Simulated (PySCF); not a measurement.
PySCF job for C2H5ClFNSi, SMILES C(=C\[Si@@H](Cl)N)/F, TPSSh-D3(BJ)/def2-SVP. 

```python
import numpy as np
from pyscf import gto, scf, dft
import os
os.environ['JAX_PLATFORMS'] = 'cpu'
from ase import Atoms, units
from ase.calculators.calculator import Calculator, all_changes
from sella import Sella

mol = gto.M(
    atom='''
    N    -2.17436697    0.42829075   -0.82305654
    Si   -0.74719745   -0.48206806   -0.52999102
    Cl   -0.80357979   -0.95807587    1.42765385
    C     0.86807755    0.43257929   -0.86341810
    C     1.79161498    0.67741993    0.04669446
    F     2.92494572    1.34103772   -0.24188187
    H    -2.39061842    0.75666300   -1.74792679
    H    -2.53708856    1.05795297   -0.12564568
    H    -0.82426680   -1.68203547   -1.35685007
    H     1.05681575    0.78699282   -1.86824486
    H     1.75468061    0.38929916    1.08710071
    ''',
    basis='def2-SVP',
    charge=0,
    spin=0,
    max_memory=1600,
    verbose=3,
)
mf = dft.RKS(mol, xc='tpssh').density_fit(auxbasis='def2-universal-jkfit')
mf.disp = 'd3bj'
mf.grids.level = 4
mf.conv_tol = 1e-9
mf.max_cycle = 100
mf.kernel()
grad = mf.nuc_grad_method()
grad.grid_response = mol.nao <= 150
scan = grad.as_scanner()
scan.verbose = scan.base.verbose = 0
class SCF(Calculator):
    implemented_properties = ['energy', 'forces']
    def calculate(self, atoms=None, properties=None, system_changes=all_changes):
        super().calculate(atoms, properties, system_changes)
        e, g = scan(mol.set_geom_(self.atoms.positions, unit='Angstrom', inplace=False))
        assert scan.converged
        self.results = {'energy': float(e) * units.Hartree, 'forces': -np.asarray(g) * units.Hartree / units.Bohr}
atoms = Atoms(mol.elements, mol.atom_coords(unit='Angstrom'), calculator=SCF())
conv = Sella(atoms, order=0, internal=True, allow_fragments=True).run(fmax=0.002, steps=150)
mol_eq = mol.set_geom_(atoms.positions, unit='Angstrom', inplace=False)
print(mol_eq.tostring(format='xyz'))
mf.reset(mol_eq)
mf.verbose = 3
mf.kernel()
```

Output:

```
converged SCF energy = -983.20025322702
     Step          Energy         fmax         cmax       rtrust          rho
Sella   0   -26754.241630       1.3877       0.0000       0.1000       1.0000
Sella   1   -26754.313146       1.3877       0.0000       0.1000       1.2763
Sella   2   -26754.341403       0.8902       0.0000       0.1000       1.1882
Sella   3   -26754.354933       0.4032       0.0000       0.1000       1.1640
Sella   4   -26754.364803       0.1850       0.0000       0.1000       1.1089
Sella   5   -26754.373363       0.1339       0.0000       0.1000       1.0908
Sella   6   -26754.382130       0.1667       0.0000       0.1000       1.0924
Sella   7   -26754.391325       0.1423       0.0000       0.1000       1.0692
Sella   8   -26754.400303       0.1343       0.0000       0.1000       1.0600
Sella   9   -26754.409507       0.1270       0.0000       0.1000       1.0437
Sella  10   -26754.419011       0.1212       0.0000       0.1150       1.0346
Sella  11   -26754.430576       0.1350       0.0000       0.1322       1.0178
Sella  12   -26754.444163       0.1616       0.0000       0.1521       1.0064
Sella  13   -26754.459980       0.1912       0.0000       0.1749       0.9870
Sella  14   -26754.475719       0.2123       0.0000       0.1749       0.8900
Sella  15   -26754.488134       0.2156       0.0000       0.1749       0.8360
Sella  16   -26754.492240       0.1942       0.0000       0.1749       0.6464
Sella  17   -26754.493361       0.1685       0.0000       0.1749       1.2185
Sella  18   -26754.493667       0.0906       0.0000       0.1749       0.9005
Sella  19   -26754.493774       0.0400       0.0000       0.1749       0.3600
Sella  20   -26754.493889       0.0615       0.0000       0.1749       1.1201
Sella  21   -26754.493900       0.0173       0.0000       0.1749       1.4626
Sella  22   -26754.493907       0.0063       0.0000       0.1749       1.2036
Sella  23   -26754.493909       0.0038       0.0000       0.1749       1.4156
Sella  24   -26754.493910       0.0041       0.0000       0.1749       1.2395
Sella  25   -26754.493910       0.0021       0.0000       0.1749       1.2337
11
XYZ from PySCF
N          -2.04494063        0.56540822       -1.03498988
Si         -0.71924273       -0.44129885       -0.60881682
Cl         -0.71796529       -1.11056128        1.38998633
C           0.85137877        0.51289586       -0.84527528
C           1.77961607        0.65203034        0.10681169
F           2.90786141        1.34493925       -0.07796020
H          -2.97343175        0.16210422       -1.14164896
H          -2.10285174        1.50776933       -0.65422500
H          -0.82326390       -1.66743808       -1.43122770
H           1.04370801        0.99374619       -1.81219816
H           1.71814840        0.22846105        1.11397807
converged SCF energy = -983.209524346944
```

Self-consistency was reached.

Cost: very roughly 13 core-minutes.
